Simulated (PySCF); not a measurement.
**Computed properties of SeFBr, SMILES F[Se]Br**

SeFBr, SMILES Br[Se]F. Coordinates come from a ωB97X-D3(BJ)/def2-TZVP optimisation. Other conformers were not sampled. All values are computed for the isolated molecule unless a solvent is named; none is compared with measurement here.

**Structure.** The optimised structure has Cs symmetry. All 3 harmonic modes at ωB97X-D3(BJ)/def2-TZVP (PySCF) are real, so it is a minimum. With heavy atoms numbered as in [Se:1]([F:2])[Br:3], the shortest bond between them is Se1–F2 at 1.747 Å and the longest Se1–Br3 at 2.276 Å.

**Vibrations.** The strongest infrared lines (harmonic, unscaled, degenerate partners summed) lie at 688 cm⁻¹ (86 km/mol, F 81 %, Se 19 %), 337 cm⁻¹ (19 km/mol, Se 53 %, Br 46 %), 192 cm⁻¹ (2 km/mol, F 71 %, Br 18 %, Se 11 %). The softest mode is at 192 cm⁻¹ and the zero-point energy is 1.7 kcal/mol.

**Electronic structure.** M06-2X/def2-TZVPD (PySCF) places the frontier levels at -8.23 and -1.70 eV, a gap of 6.53 eV, and gives a dipole moment of 1.46 D and a mean polarisability of 50.5 bohr³.

**Excitations.** TDDFT-PBE0/def2-SVPD (PySCF) has S1 at 2.70 eV (459 nm, f = 0.001, dark); the most intense of the 10 singlets computed lies at 7.42 eV (f = 0.18). T1 (TDA) is at 2.01 eV.

**NMR.** GIAO shifts at B3LYP/pcSseg-2 (PySCF) (non-relativistic, atoms alike by connectivity averaged): ¹⁹F at -369.4 ppm against CFCl3. Without spin–orbit terms, shifts of atoms bonded to Cl or Br come out too high.
